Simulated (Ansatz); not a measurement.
C₄H₅O₃ (SMILES CC1[CH]OC(=O)O1), doublet, geometry from GFN2-xTB; CCSD(T)/STO-3G in Ansatz (an electronic-structure program).

The Ansatz input:
Ansatz 0.2 input:
```yaml
crystal:
  periodic: [false, false, false]
  atoms:
    - {symbol: C, position_ang: [-2.20125312, -0.34182217, 0.44903497]}
    - {symbol: C, position_ang: [-1.06857821, 0.21742074, -0.42458090]}
    - {symbol: C, position_ang: [-0.30520792, 1.33124028, 0.20245412]}
    - {symbol: O, position_ang: [0.96410582, 0.90982027, 0.42602627]}
    - {symbol: C, position_ang: [1.11240569, -0.33767645, -0.09185692]}
    - {symbol: O, position_ang: [2.12588253, -0.95514285, -0.07252768]}
    - {symbol: O, position_ang: [-0.04709226, -0.75648863, -0.62157818]}
    - {symbol: H, position_ang: [-2.97062313, 0.41463414, 0.56885633]}
    - {symbol: H, position_ang: [-2.62598418, -1.21887660, -0.03035124]}
    - {symbol: H, position_ang: [-1.81747297, -0.62482697, 1.42597802]}
    - {symbol: H, position_ang: [-1.47974797, 0.47869817, -1.41248873]}
    - {symbol: H, position_ang: [-0.67353936, 2.14988633, 0.78233481]}
basis:
  gaussian:
    orbitals: STO-3G
magnetization: {spin_polarized: true, initial_magnetization: 1}
correlation: {method: ccsd_t, electrons: outside_noble_gas}
accuracy: high
```

Output, abridged:

```
Functional definition: HF
903 factors; integrals over basis functions are off by at most 2.2e-9 eV
mean field evaluation 1: about -10171.7400 eV, gradient 3.0e1 eV
mean field evaluation 2: about -10172.1426 eV, gradient 3.0e1 eV
mean field evaluation 4: about -10178.0496 eV, gradient 2.9e0 eV
mean field evaluation 8: about -10178.1756 eV, gradient 1.5e-1 eV
mean field evaluation 16: about -10178.1449 eV, gradient 1.4e0 eV
mean field evaluation 32: about -10178.1791 eV, gradient 8.9e-6 eV
mean field -10178.17914245 eV, -374.0411844674 hartree, gradient 8.7e-9 eV, S^2 0.777611; 3 other end points of the search recorded, 0 dependent functions left out
7 core orbitals not correlated
reference -10178.17914245 eV, -374.0411844674 hartree; 20, 19 occupied and 13, 14 virtual orbitals, 903 factors
second order -8.73532866 eV of doubles, -0.00000000 eV of singles
cycle   1  -9.78726056 eV  change    -1.1e0 eV  update   1.2e-1
cycle   2  -10.39640378 eV  change   -6.1e-1 eV  update   4.2e-2
cycle   3  -10.58722152 eV  change   -1.9e-1 eV  update   2.2e-2
cycle   4  -10.60102075 eV  change   -1.4e-2 eV  update   7.6e-3
cycle   5  -10.59871436 eV  change    2.3e-3 eV  update   3.0e-3
cycle   6  -10.59789175 eV  change    8.2e-4 eV  update   1.3e-3
cycle   7  -10.59793986 eV  change   -4.8e-5 eV  update   4.6e-4
cycle   8  -10.59803514 eV  change   -9.5e-5 eV  update   2.1e-4
cycle   9  -10.59811585 eV  change   -8.1e-5 eV  update   9.7e-5
cycle  10  -10.59810315 eV  change    1.3e-5 eV  update   4.4e-5
cycle  11  -10.59808971 eV  change    1.3e-5 eV  update   2.3e-5
cycle  12  -10.59808186 eV  change    7.8e-6 eV  update   1.3e-5
cycle  13  -10.59809073 eV  change   -8.9e-6 eV  update   5.7e-6
cycle  14  -10.59809556 eV  change   -4.8e-6 eV  update   2.4e-6
cycle  15  -10.59809696 eV  change   -1.4e-6 eV  update   1.0e-6
cycle  16  -10.59809715 eV  change   -1.9e-7 eV  update   4.4e-7
cycle  17  -10.59809679 eV  change    3.6e-7 eV  update   2.0e-7
cycle  18  -10.59809667 eV  change    1.3e-7 eV  update   9.2e-8
cycle  19  -10.59809662 eV  change    4.8e-8 eV  update   5.0e-8
cycle  20  -10.59809661 eV  change    5.4e-9 eV  update   3.5e-8
cycle  21  -10.59809614 eV  change    4.7e-7 eV  update   1.4e-7
cycle  22  -10.59809613 eV  change    1.2e-8 eV  update   4.1e-8
cycle  23  -10.59809610 eV  change    3.5e-8 eV  update   1.5e-8
cycle  24  -10.59809610 eV  change   -4.1e-9 eV  update   6.0e-9
cycle  25  -10.59809611 eV  change   -3.5e-9 eV  update   2.7e-9
cycle  26  -10.59809611 eV  change   -1.8e-9 eV  update   1.2e-9
perturbative correction -0.33955378 eV, -0.0124783711 hartree
Total energy: -10189.11679233 eV, -374.4431356868 hartree
```
